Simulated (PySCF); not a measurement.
# Bonding in BCl2(OEt)

Compound: BCl2(OEt), C₂H₅BCl₂O.
Cartesian coordinates in Å at the PBE0-D3(BJ)/def2-SVP level; atoms count from 1:
```
atom  x, y, z in Å
B1     1.0183    1.2839   -0.8621
Cl2    2.4346    1.6492   -1.8321
Cl3   -0.4487    2.2448   -1.0880
O4     1.0899    0.2903    0.0190
C5     0.0279   -0.1545    0.8504
C6    -0.8212   -1.1835    0.1416
H7     0.5031   -0.5841    1.7445
H8    -0.5815    0.7075    1.1666
H9    -1.5924   -1.5727    0.8229
H10   -1.3268   -0.7395   -0.7289
H11   -0.2052   -2.0270   -0.2031
```

Bond orders from the PBE0/pcSseg-1 density (PySCF). Geometry: PBE0-D3(BJ)/def2-SVP, one conformer, isolated molecule.

Problem. Set the Mayer orders of the bonds between heavy atoms beside their lengths.

Solution. 
```csv
bond,length (Å),Mayer order
B1–Cl2,1.755,1.101
B1–Cl3,1.768,1.062
B1–O4,1.330,1.287
O4–C5,1.420,0.830
C5–C6,1.511,1.064
```

By pair of heavy elements: B–Cl: lowest B1–Cl3 (1.062, 1.768 Å), highest B1–Cl2 (1.101, 1.755 Å).

Problem. And the bonds to hydrogen?

Solution. C–H: 0.95 to 0.96 (5 bonds).

Problem. Sum the orders of all bonds at each heavy atom with more than one neighbour.

Solution. B1 3.450, O4 2.117, C5 3.794, C6 3.941. Orders between atoms that aren't bonded are not in these sums.

Mayer orders depend on the basis set.
